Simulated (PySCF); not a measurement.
Molecule: `CNc1ccccn1`, C$_{6}$H$_{8}$N$_{2}$.

Molfile (atoms numbered from 1):
```
C6H8N2
     RDKit          3D

 16 16  0  0  0  0  0  0  0  0999 V2000
    2.7491    0.3215   -0.1027 C   0  0  0  0  0  0  0  0  0  0  0  0
    1.6447   -0.3616   -0.7011 N   0  0  0  0  0  0  0  0  0  0  0  0
    0.3496   -0.2431   -0.2969 C   0  0  0  0  0  0  0  0  0  0  0  0
   -0.0489    0.6789    0.6966 C   0  0  0  0  0  0  0  0  0  0  0  0
   -1.3937    0.7402    1.0304 C   0  0  0  0  0  0  0  0  0  0  0  0
   -2.3076   -0.0990    0.3915 C   0  0  0  0  0  0  0  0  0  0  0  0
   -1.8048   -0.9758   -0.5681 C   0  0  0  0  0  0  0  0  0  0  0  0
   -0.5250   -1.0544   -0.9074 N   0  0  0  0  0  0  0  0  0  0  0  0
    2.8929    0.0620    0.9638 H   0  0  0  0  0  0  0  0  0  0  0  0
    3.6702    0.0586   -0.6391 H   0  0  0  0  0  0  0  0  0  0  0  0
    2.6353    1.4180   -0.1660 H   0  0  0  0  0  0  0  0  0  0  0  0
    1.8075   -1.1201   -1.3493 H   0  0  0  0  0  0  0  0  0  0  0  0
    0.6783    1.3245    1.1897 H   0  0  0  0  0  0  0  0  0  0  0  0
   -1.7292    1.4454    1.7955 H   0  0  0  0  0  0  0  0  0  0  0  0
   -3.3718   -0.0789    0.6302 H   0  0  0  0  0  0  0  0  0  0  0  0
   -2.4820   -1.6599   -1.0942 H   0  0  0  0  0  0  0  0  0  0  0  0
  1  2  1  0
  2  3  1  0
  3  4  2  0
  4  5  1  0
  5  6  2  0
  6  7  1  0
  7  8  2  0
  8  3  1  0
  1  9  1  0
  1 10  1  0
  1 11  1  0
  2 12  1  0
  4 13  1  0
  5 14  1  0
  6 15  1  0
  7 16  1  0
M  END
```

Geometry PBE0-D3(BJ)/def2-SVP throughout; GIAO in PySCF 2.14.0 with density-fitted response routines, gas phase, one conformer, non-relativistic; equivalent atoms averaged; functional PBE0.

For orientation, 6-31G gives these absolute shieldings σ: C3 49.9, C7 55.6, C4 100.6, C1 171.6, N8 -15.5, N2 195.4, H14 25.24, H12 28.93, H9/H10/H11 29.71 ppm.

A run gave: C3 42.5, C7 49.1, C4 96.1, C1 168.4, N8 -11.8, N2 192.2, H14 23.98, H12 27.53, H9/H10/H11 28.61 ppm (absolute shieldings σ).

Question: Which basis set was used in that run?
A. cc-pVDZ
B. def2-SVP
C. 6-311+G(2d,p)
D. aug-cc-pVDZ
E. pcSseg-0

Answer: A. C7 tells them apart best: cc-pVDZ gives 49.1, aug-cc-pVDZ gives 46.2, def2-SVP gives 46.5, pcSseg-0 gives 32.3, 6-311+G(2d,p) gives 33.0 ppm.
